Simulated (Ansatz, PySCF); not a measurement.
Process, species as SMILES: N[SiH2]N[SiH3] + H+ -> [NH3+][SiH2]N[SiH3]
Each molecule is optimised on its own at B3LYP-D3(BJ)/def2-TZVP (Ansatz, an electronic-structure program), one conformer each, not searched for the lowest. Frequencies are from Ansatz or PySCF.

Property: proton affinity (enthalpy at 298 K, with B3LYP-D3(BJ) rigid-rotor harmonic-oscillator terms), positive where the reaction releases energy, in kcal/mol. Correlated levels leave the core frozen unless marked. No spin-orbit coupling. Non-relativistic. CBS(X,Y): correlation extrapolated as X^-3; Hartree-Fock from the larger set.

```
level                                        program  proton affinity (kcal/mol)  minus last row
------------------------------------  --------------  --------------------------  --------------
HF/6-31G*                                     Ansatz                       220.4             6.3
PBE0-D3(BJ)/def2-TZVPD                Ansatz + dftd3                       215.6             1.5
r2SCAN0/def2-TZVPD                            Ansatz                       214.3             0.2
MP2/cc-pVTZ                                   Ansatz                       216.0             1.9
SCS-MP2/6-31G                                 Ansatz                       228.5            14.4
SCS-MP2/cc-pwCVTZ                             Ansatz                       216.9             2.8
CCSD(T)/CBS(cc-pV(T+d)Z,cc-pV(Q+d)Z)          Ansatz                       214.1             0.0
```
